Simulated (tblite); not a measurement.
C2H8F3NSi2.
Cartesian coordinates in Å at the GFN2-xTB level; atoms count from 1:
```
atom  x, y, z in Å
F1    -1.551    1.285   -1.137
Si2   -2.226    0.052   -0.349
C3    -0.932   -0.618    0.928
F4    -1.624   -1.036    2.045
F5    -0.371   -1.774    0.438
C6     0.192    0.318    1.403
N7     1.034    0.815    0.363
Si8    2.283   -0.119   -0.379
H9    -2.487   -0.967   -1.345
H10   -3.329    0.640    0.389
H11    0.809   -0.250    2.106
H12   -0.288    1.142    1.944
H13    0.577    1.510   -0.205
H14    3.060   -0.661    0.735
H15    1.834   -1.209   -1.253
H16    3.011    0.880   -1.159
```

All values are computed: GFN2-xTB (tblite) harmonic vibrations without scaling, gas phase. The method is semi-empirical: single wavenumbers can be off by several per cent or more. Modes of hydrogen on silicon can be 10 to 20 % off. One conformer, not necessarily the lowest. The optimisation stopped once no atom felt more than 0.01 eV/Å.

Lowest wavenumbers of the output (negative numbers stand for imaginary wavenumbers):
```
mode    cm-1
  1     -26.7
  2      29.3
  3      78.7
  4     132.6
  5     152.1
  6     193.5
  7     222.6
  8     236.9
  9     306.9
 10     363.1
```

**Question.** Is this structure a minimum?

**Answer.** Not by this Hessian. 1 mode is imaginary beyond 20i (27i cm⁻¹), so at this level the point lies at or near a first-order saddle. The curvature is small, so loose convergence or finite differences may be the whole cause.

**Question.** Which atoms move in the imaginary mode?

**Answer.** 27i: F1 (silicon-bound fluorine) 48 %, Si2 (fluorine-bound silicon) 19 %. These are shares of the mass-weighted motion.

**Question.** What is the remedy?

**Answer.** Step along that mode in both directions, optimise again with tighter thresholds and repeat the frequencies. The zero-point energy of this point (61.4 kcal/mol) counts the 41 real modes alone, and thermal corrections from it aren't those of a minimum.
